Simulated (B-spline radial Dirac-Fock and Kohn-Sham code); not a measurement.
## Elastic and transport cross sections of phosphorus for electrons

Level of theory: relativistic (Dirac) partial waves in the static field of the Dirac-Fock atom with Furness-McCarthy exchange, without polarisation or absorption potentials; a radial finite-basis atomic code. σ_tr1 and σ_tr2 weight the cross section with 1 − P₁ and 1 − P₂ of cos θ; "backward" is the share scattered beyond 90°.

```
energy (eV)  σ (a₀²)  σ_tr1 (a₀²)  σ_tr2 (a₀²)  σ/σ_tr1  backward (%)
       8620    0.948       0.0162       0.0374     58.6          0.21
       9000    0.913       0.0150       0.0348     60.9          0.20
      10000    0.833       0.0125       0.0292     66.7          0.18
      10700        ?            ?            ?        ?             ?
      15700    0.558      0.00565       0.0136     98.8          0.10
      16400    0.537      0.00523       0.0126      103         0.099
      20000    0.450      0.00368      0.00898      122         0.079
      23800    0.385      0.00270      0.00666      142         0.064
      29900    0.315      0.00180      0.00449      174         0.049
      30000    0.314      0.00179      0.00446      175         0.049
      31600    0.300      0.00163      0.00408      183         0.046
      31800    0.298      0.00162      0.00403      184         0.046
      37400    0.259      0.00121      0.00305      213         0.038
```

Question: Fill in the row for 10.7 keV.

Answer: σ = 0.785 a₀², σ_tr1 = 0.0111 a₀², σ_tr2 = 0.0261 a₀², σ/σ_tr1 = 70.7, backward 0.16 %. The ratio σ/σ_tr1 is roughly the number of elastic collisions that randomise the direction.

Values without a named source are computed, but for edge energies of neutral atoms, which are taken from tables.
